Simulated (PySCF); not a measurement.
GaH2I, SMILES [GaH2][I].

Geometry: B3LYP-D3(BJ)/def2-TZVP. The def2 effective core potentials stand for the cores of I; spin–orbit coupling is left out.

Method: HF/def2-TZVPD (PySCF).

```yaml
total_energy: -2221.11900 hartree
point_group: C2v
highest_occupied_level: -9.95 eV
lowest_empty_level: 0.60 eV
orbital_gap: 10.55 eV
dipole_moment: 1.98 D
quadrupole, principal values (traceless, Buckingham form, about the centre of nuclear charge): -4.71, 1.46, 3.25 D·Å
mean_static_polarisability: 63.4 bohr³ (9.39 Å³)
polarisability_principal_values: 51.4, 58.6, 80.1 bohr³
```
